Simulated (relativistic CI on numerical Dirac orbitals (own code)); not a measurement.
## The spin-orbit constant of Tm IV from its measured fine structure

Problem. The ground term 3H of Tm IV (4f12 5p6) has the measured levels J = 4: 12547.2, J = 5: 8216.7, J = 6: 0.0 cm⁻¹ (measured levels as listed in Tchang-Brillet, Wyart, Meftah and Ait Mammar, Atoms 6, 52 (2018)). Test the interval rule and estimate ζ(4f).

Working.
1. In LS coupling E(J) − E(J − 1) = AJ. The intervals give A = -866.1 (J = 5), -1369.5 (J = 6) cm⁻¹.
2. These values spread by 44 % of their mean, from second-order spin-orbit mixing with other terms and from spin-spin terms.
3. The whole width divided by the sum of the upper J values gives a mean A = -1140.7 cm⁻¹.
4. For the Hund term of a shell that is more than half full, A = −ζ/2S with 2S = 2, so ζ = 2281 cm⁻¹.

Check. The value calculated from Dirac-Coulomb-Breit radial functions of this configuration is ζ = 2630 cm⁻¹, 15 % above the estimate from measurement. The same recipe applied to the calculated levels returns 2231 cm⁻¹, which shows the bias of the recipe itself. Where the interval rule fails, the estimate is only rough.
